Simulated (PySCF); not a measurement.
GaP (SMILES [P]=[Ga]), triplet, at a GFN2-xTB geometry (such geometries of metal compounds can be far from the true shape).

PySCF was given this input:
```python
from pyscf import gto, scf, dft

mol = gto.Mole()
mol.atom = '''
    Ga   -0.000000   -0.000000   -0.746695
    P     0.000000    0.000000    1.543169
'''
mol.basis = 'def2-sv(p)'
mol.charge = 0
mol.spin = 2
mol.verbose = 4
mol.build()

mf = dft.UKS(mol)
mf.xc = 'b3lyp'
mf.kernel()
```

Estimate the nuclear repulsion energy that B3LYP/def2-SV(P) (PySCF) returns for this input.

107.4594 Eh

Give the dipole moment at the level B3LYP/def2-SV(P).

1.88 D

Give the <S^2> at the level B3LYP/def2-SV(P).

2.010

Give the total energy at the level B3LYP/def2-SV(P).

-2265.8523 Eh

What is the computed Mulliken (on the basis functions themselves) charges in atom order (B3LYP/def2-SV(P))?

Ga1 0.14, P2 -0.14

These values belong to the state on which the SCF converged, which isn't shown to be the lowest.
